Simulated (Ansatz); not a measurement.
`NC[SiH2][AlH2]` and `[AlH2][SiH2]C[SiH3]` differ in one atom or group.

Ansatz, PBE0-D4/def2-TZVP geometries, multiplicity 1. Each molecule was computed in one conformer, which needn't be the lowest.

```tsv
property	`NC[SiH2][AlH2]`
HOMO energy (B3LYP/def2-TZVPP) / eV	-6.64
HOMO–LUMO gap (PBE0/def2-TZVPP) / eV	4.88
LUMO energy (PBE/def2-TZVPP) / eV	-2.75
HOMO energy (ωB97M-V/def2-TZVPP) / eV	-9.16
HOMO–LUMO gap (ωB97M-V/def2-TZVPP) / eV	8.79
LUMO energy (ωB97M-V/def2-TZVPP) / eV	-0.37
```

What does the change do to each property? (An estimate is asked.)

Computed: 
| property | `[AlH2][SiH2]C[SiH3]` | shift |
| --- | --- | --- |
| HOMO energy (B3LYP/def2-TZVPP) / eV | -6.93 | -0.29 |
| HOMO–LUMO gap (PBE0/def2-TZVPP) / eV | 5.86 | 0.98 |
| LUMO energy (PBE/def2-TZVPP) / eV | -2.04 | 0.71 |
| HOMO energy (ωB97M-V/def2-TZVPP) / eV | -9.11 | 0.05 |
| HOMO–LUMO gap (ωB97M-V/def2-TZVPP) / eV | 9.54 | 0.75 |
| LUMO energy (ωB97M-V/def2-TZVPP) / eV | 0.42 | 0.79 |

With PBE0 the HOMO falls by 0.25 eV and the LUMO rises by 0.75 eV, so the gap widens by about 1.00 eV. PBE moves the HOMO by -0.63 eV and ωB97M-V by 0.05 eV.

B3LYP here is the variant with VWN-RPA as its local correlation; programs differ in this.
